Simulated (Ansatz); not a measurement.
Gas-phase reaction R1 → 3 P1, each structure at its B3LYP-D3(BJ)/def2-TZVP stationary point, reached from a drawn start (curvature not checked).
P1: O atom, charge 0, multiplicity 3.
R1, O3 (SMILES O=[O+][O-]) (charge 0, multiplicity 1):
```xyz
3

O      0.00000     0.00000    -0.42860
O      1.07614     0.00000     0.21430
O     -1.07614     0.00000     0.21430
```

P less R. No zero-point or thermal terms; singlets are restricted closed shells; open shells are unrestricted; no spin–orbit coupling.

Cores are frozen in the correlated methods.

The values were computed with Ansatz (Gaussian orbitals). All values are computed, each at the level named.

```csv
level,reaction energy (eV)
HF/cc-pVTZ,-2.407
r2SCAN/def2-TZVPP,6.578
PBE0/def2-TZVPP,6.048
CAM-B3LYP/def2-TZVPP,5.945
wB97M-V/def2-TZVPP,6.013
MP2/cc-pVTZ,6.871
SCS-MP2/cc-pVTZ,6.384
CCSD(T)/cc-pVDZ,?
CCSD(T)/cc-pVTZ,?
```

**Question.** Fill in the missing entries.

**Answer.** 
- CCSD(T)/cc-pVDZ, reaction energy (eV): 4.846
- CCSD(T)/cc-pVTZ, reaction energy (eV): 5.713

Doubts at one or more of the structures used: other coupled-cluster roots may lie near (CCSD(T)/cc-pVDZ, CCSD(T)/cc-pVTZ).

Ansatz is a quantum-chemistry and plane-wave program.
